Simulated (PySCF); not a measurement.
Isomers of C7H13N, one GFN2-xTB conformer each. Single-point energies are computed at PBE0/pcSseg-1 (PySCF, gas phase, no added dispersion term), electronic only.

```
                   SMILES  GFN2-xTB relative energy (kcal/mol)
      C[C@H](C#N)C(C)(C)C                                 30.0
NC[C@H]1[C@@H]2CC[C@H]1C2                                 30.8
    C[C@@H]1C=CC[C@@H]1CN                                 33.8
  [H]/N=C/[C@H](C)C/C=C/C                                 51.2
          C#C[C@H](CCC)NC                                 63.3
          CCC(C)(C)C1=NC1                                 55.6
             C1CC2CCCN2C1                                  0.0
```

Conformers: `[NH2:1][CH2:2][C@H:3]1[C@@H:4]2[CH2:5][CH2:6][C@H:7]1[CH2:8]2` with H–N1–C2–C3 60° and -58°, N1–C2–C3–C4 -175°; `[CH3:1][C@@H:2]1[CH:3]=[CH:4][CH2:5][C@@H:6]1[CH2:7][NH2:8]` with C5–C6–C7–N8 60°, C6–C7–N8–H 180° and 61°, C1–C2–C3–C4 -106°, C3–C4–C5–C6 -13°, C4–C5–C6–C7 149°, C1–C2–C6–C5 95°; `[H]/[N:8]=[CH:7]/[C@@H:5]([CH2:4]/[CH:3]=[CH:2]/[CH3:1])[CH3:6]` with C2–C3–C4–C5 -113°, C3–C4–C5–C6 -63°, C4–C5–C7–N8 116°; `[CH:1]#[C:2][C@H:3]([CH2:4][CH2:5][CH3:6])[NH:7][CH3:8]` with C2–C3–C4–C5 174°, C3–C4–C5–C6 178°, C2–C3–N7–C8 -67°; `[CH3:1][CH2:2][C:3]([CH3:4])([CH3:5])[C:6]1=[N:7][CH2:8]1` with C1–C2–C3–C4 -59°, C2–C3–C6–N7 -126°; `[CH2:1]1[CH2:2][CH:3]2[CH2:4][CH2:5][CH2:6][N:7]2[CH2:8]1` with C8–C1–C2–C3 -38°, C1–C2–C3–C4 141°, C2–C3–C4–C5 -99°, C3–C4–C5–C6 -33°.

Question: What does PBE0/pcSseg-1 give for the same structures?

Answer: 
| SMILES | PBE0/pcSseg-1 E (Eh) | PBE0/pcSseg-1 (kcal/mol) | GFN2-xTB (kcal/mol) | point group |
| --- | --- | --- | --- | --- |
| C1CC2CCCN2C1 | -328.87784 | 0.0 | 0.0 | C1 |
| C[C@H](C#N)C(C)(C)C | -328.87545 | 1.5 | 30.0 | C1 |
| C[C@@H]1C=CC[C@@H]1CN | -328.85864 | 12.0 | 33.8 | C1 |
| NC[C@H]1[C@@H]2CC[C@H]1C2 | -328.84462 | 20.8 | 30.8 | C1 |
| [H]/N=C/[C@H](C)C/C=C/C | -328.84126 | 23.0 | 51.2 | C1 |
| CCC(C)(C)C1=NC1 | -328.81852 | 37.2 | 55.6 | C1 |
| C#C[C@H](CCC)NC | -328.79987 | 48.9 | 63.3 | C1 |

Both levels put the same isomer lowest; measured from each level's own lowest isomer, the values differ by up to 28.5 kcal/mol (C[C@H](C#N)C(C)(C)C: 30.0 against 1.5). As drawn, the highest has a C≡C bond and an N–H bond, which the lowest lacks. Neighbours under 2.5 kcal/mol apart (C1CC2CCCN2C1 and C[C@H](C#N)C(C)(C)C; NC[C@H]1[C@@H]2CC[C@H]1C2 and [H]/N=C/[C@H](C)C/C=C/C) can change places with a better method, another conformer or zero-point energy.

Question: Which frontier levels, dipoles and rotational constants go with these structures?

Answer: 
| SMILES | HOMO (eV, PBE0/pcSseg-1) | LUMO (eV) | dipole (D) | A, B, C (MHz) |
| --- | --- | --- | --- | --- |
| C1CC2CCCN2C1 | -5.81 | 1.41 | 1.02 | 3659, 2050, 1562 |
| C[C@H](C#N)C(C)(C)C | -9.00 | 0.73 | 4.02 | 2690, 1711, 1384 |
| C[C@@H]1C=CC[C@@H]1CN | -6.70 | 0.71 | 1.41 | 3246, 1640, 1220 |
| NC[C@H]1[C@@H]2CC[C@H]1C2 | -6.65 | 1.37 | 1.30 | 4228, 1457, 1400 |
| [H]/N=C/[C@H](C)C/C=C/C | -6.86 | 0.13 | 1.99 | 2974, 1117, 948.6 |
| CCC(C)(C)C1=NC1 | -7.33 | 0.05 | 2.94 | 2403, 1803, 1479 |
| C#C[C@H](CCC)NC | -6.60 | 1.15 | 0.53 | 3035, 1147, 879.2 |
